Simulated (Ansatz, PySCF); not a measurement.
This PySCF input computes a SVWN5/def2-TZVPD energy:

```python
from pyscf import gto, scf, dft

mol = gto.M(
    atom='''
    Sn   -0.41946022   -0.12202029    0.32055439
    O    -1.38406458   -1.50519776   -0.60113916
    Cl   -0.10028146    1.83899828   -1.19760420
    Cl    1.98531249   -0.77178672    0.53768619
    ''',
    basis='def2-tzvpd',
    ecp='def2-tzvp',
    charge=-1,
    spin=1,
    verbose=4,
)

mf = dft.UKS(mol, xc='svwn').density_fit(auxbasis='def2-universal-jkfit')
mf.grids.level = 3
mf.conv_tol = 1e-9
mf.max_cycle = 100
mf.max_memory = 1500
mf.kernel()
if not mf.converged:
    mf = mf.newton()
    mf.kernel(mf.make_rdm1())
for _ in range(2):
    mo, _, stable, _ = mf.stability(return_status=True)
    if stable:
        break
    mf.kernel(mf.make_rdm1(mo, mf.mo_occ))
mf.analyze()
```

Task: Write an input for the same energy in Ansatz (an electronic-structure program) and say what it gives.

Result: 
Ansatz 0.2 input:
```yaml
crystal:
  periodic: [false, false, false]
  atoms:
    - {symbol: Sn, position_ang: [-0.41946022, -0.12202029, 0.32055439]}
    - {symbol: O, position_ang: [-1.38406458, -1.50519776, -0.60113916]}
    - {symbol: Cl, position_ang: [-0.10028146, 1.83899828, -1.19760420]}
    - {symbol: Cl, position_ang: [1.98531249, -0.77178672, 0.53768619]}
basis:
  gaussian:
    orbitals: def2-TZVPD
hamiltonian:
  xc: {name: SVWN5}
total_charge: -1
magnetization: {spin_polarized: true, initial_magnetization: 1}
output: {forces: true}
```
It gives -1206.33306 Eh, and PySCF -1206.33311 Eh, a difference of 0.05 mEh, from the treatment of integrals and grids.
